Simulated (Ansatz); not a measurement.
`O[SiH2][O][GeH3]` → `[O][GeH3]`• + `O[SiH2]`•  (homolysis of the O–Si bond)

Computed with Ansatz on PBE0-D4/def2-TZVP structures; ΔE is electronic, products minus reactants. CCSD(T)/CBS adds triple-zeta CCSD(T) − MP2 to the extrapolated MP2 energy (def2 sets, frozen cores). This one scheme is used for every species. Functionals use def2-TZVPP. Open shells (•) are unrestricted, without spin–orbit coupling. For Ge outer-core shells are correlated without core-valence functions, which leaves a few kJ/mol of doubt a bond. Scalar relativity is left out up to krypton. Each species was taken in one conformer, which may not be the lowest.

```tsv
level	ΔE (eV)	difference from CCSD(T)/CBS
BLYP-D4	5.53	-0.55
B97M-V	5.75	-0.33
r2SCANh-D4	5.63	-0.45
ωB97X-V	5.89	-0.19
PBE-QIDH	5.94	-0.14
revPBE	5.23	-0.85
r2SCAN	5.60	-0.48
PBE0	5.60	-0.48
r2SCAN0	5.61	-0.47
CAM-B3LYP	5.75	-0.33
LC-ωPBE	5.74	-0.34
RPA@PBE/def2-TZVPP	5.64	-0.44
CCSD(T)/def2-SVP	5.66	-0.42
HF/def2-TZVPP	4.61	-1.47
CCSD(T)/def2-TZVPP	5.92	-0.16
SCS-MP2/def2-QZVPP	6.28	0.20
CCSD(T)/CBS	6.08	0
```

Largest T1 diagnostic among the species: 0.015.

From PBE to PBE0 (25 % exact exchange), in def2-TZVPP and without D4, ΔE moves by +0.09 eV. The D4 term adds +0.14 eV with B3LYP and +0.08 eV with PBE0; it sums over pairs of atoms, weighted by their polarisabilities, and B3LYP, whose exchange is more repulsive, gets the larger term.

B3LYP here is the variant with VWN-RPA as its local correlation; programs differ in this.
